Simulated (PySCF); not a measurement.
Ligands exchanged one at a time, B OH-H. Isolated molecules, 0 K electronic values unless said otherwise. One relaxed conformer stands for each flexible species; it need not be the lowest. Strings in code marks are SMILES.

Method: B3LYP-D3(BJ)/def2-TZVP (PySCF). All candidates: neutral, multiplicity 1. B3LYP has the VWN-RPA correlation part, as in Gaussian. Delta-SCF ions had no search for a lower state. 

```json
{
  "HOMO–LUMO gap": "7.52 eV",
  "HOMO": "-9.75 eV",
  "vertical ionisation energy (Delta-SCF)": "13.14 eV"
}
```

Question: Name which member has these values.
(A) `OBO` (H–O–B–O torsion 180°, O–B–O–H torsion 180°)
(B) `B`
(C) `OB(O)O`
(D) `BO`

Answer: B, `B`. The others give `OBO` (H–O–B–O torsion 180°, O–B–O–H torsion 180°): 9.43 eV, -8.93 eV, 11.86 eV; `BO`: 8.00 eV, -8.69 eV, 11.81 eV; `OB(O)O`: 9.21 eV, -9.03 eV, 11.90 eV
